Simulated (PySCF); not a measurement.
CH4F2SeSi, SMILES C[Si](F)([SeH])F.

Geometry optimised at PBE0-D3(BJ)/def2-SVP. The structure was generated by enumeration, and PubChem lists no compound with its InChIKey, so it may never have been made. The values are those of a single conformer.

All values below come from PySCF with PBE0-D3(BJ)/def2-SVP.

Frequencies are harmonic and unscaled.

Computed vibrational spectrum:
```tsv
mode	ν (cm⁻¹)	IR (km/mol)	Raman (Å⁴/amu)	depolarisation	moving atoms (share of kinetic energy)
1	112	7.4	6.3	0.74	H 76 %, F 14 %, C 8 %
2	140	0.1	0.1	0.60	H 93 %
3	163	1.6	1.4	0.63	F 31 %, H 29 %, C 23 %, Se 9 %
4	179	3.2	1.5	0.73	F 55 %, H 21 %, Se 11 %
5	229	1.9	0.5	0.75	F 37 %, H 25 %, C 18 %, Si 18 %
6	240	11.3	4.0	0.35	F 53 %, Se 35 %
7	316	24.7	1.5	0.56	F 65 %, Si 19 %, C 11 %
8	434	66.3	6.9	0.09	Si 48 %, F 17 %, Se 14 %, H 12 %, C 10 %
9	649	7.3	10.2	0.70	H 88 %
10	729	48.1	6.4	0.09	C 30 %, H 29 %, Si 21 %, F 19 %
11	779	4.0	1.4	0.74	H 68 %, C 21 %, F 11 %
12	799	144.6	1.8	0.58	H 58 %, C 22 %, Si 17 %
13	900	176.5	0.6	0.28	F 46 %, Si 44 %
14	968	147.0	0.5	0.73	Si 50 %, F 44 %
15	1275	42.5	1.4	0.33	H 76 %, C 23 %
16	1418	9.7	12.2	0.75	H 96 %
17	1422	2.8	9.9	0.74	H 96 %
18	2452	6.7	120.4	0.31	H 99 %
19	3066	0.2	138.8	0.02	H 97 %
20	3174	0.1	98.1	0.70	H 91 %, C 9 %
21	3184	0.1	65.9	0.74	H 91 %, C 9 %
```
